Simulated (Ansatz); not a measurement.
Geometry optimisation, RHF/def2-SVP (Ansatz).

The input (input.yaml):

```yaml
crystal:
  periodic: [false, false, false]
  atoms:
    - { symbol: W, position_ang: [0.324163, 0.094296, -0.072333] }
    - { symbol: H, position_ang: [0.165798, -0.88465, 1.292784] }
    - { symbol: O, position_ang: [2.104886, -0.037507, 0.583439] }
    - { symbol: H, position_ang: [2.472615, -0.501141, 1.319164] }
    - { symbol: H, position_ang: [-0.202035, 1.719412, -0.085111] }
    - { symbol: H, position_ang: [-1.087402, 0.337697, 0.784885] }
    - { symbol: H, position_ang: [-0.789177, -1.134515, -0.253671] }
    - { symbol: H, position_ang: [0.248353, -0.545493, -1.650457] }
basis:
  gaussian: { orbitals: def2-SVP }
hamiltonian:
  xc: hf
relax:
  f_tol: 0.03
  max_steps: 50
```

Command:

```bash
$ ansatz run input.yaml --threads 1 --pin off --max-ram 2048MiB --backend cpu --events-out ev --progress --plain --runs-dir out
```

Problem. Where does it end, and by what steps?

Solution. The forces met the threshold. After 6 steps the energy has fallen by 0.093 eV; H2 moved furthest, 0.20 Å.

```
step  energy less start (eV)  largest force component (eV/Å)  accepted
   0                  0.0000                           1.114       yes
   1                 -0.0557                           0.588       yes
   2                 -0.0806                           0.260       yes
   3                 -0.0878                           0.192       yes
   4                 -0.0916                           0.143       yes
   5                 -0.0928                           0.060       yes
   6                 -0.0929                           0.005       yes
```

```xyz
8
Properties=species:S:1:pos:R:3
W 0.331 0.054 -0.029
H -0.034 -0.915 1.257
O 2.097 -0.035 0.583
H 2.589 -0.432 1.285
H -0.167 1.683 -0.102
H -1.066 0.393 0.833
H -0.765 -1.190 -0.274
H 0.252 -0.510 -1.636
```

Whether the end is a true minimum wasn't checked by a vibrational analysis.

The run took 9.2 s on 1 thread of Arm Neoverse V1, on a shared host, peak memory 0.13 GiB.
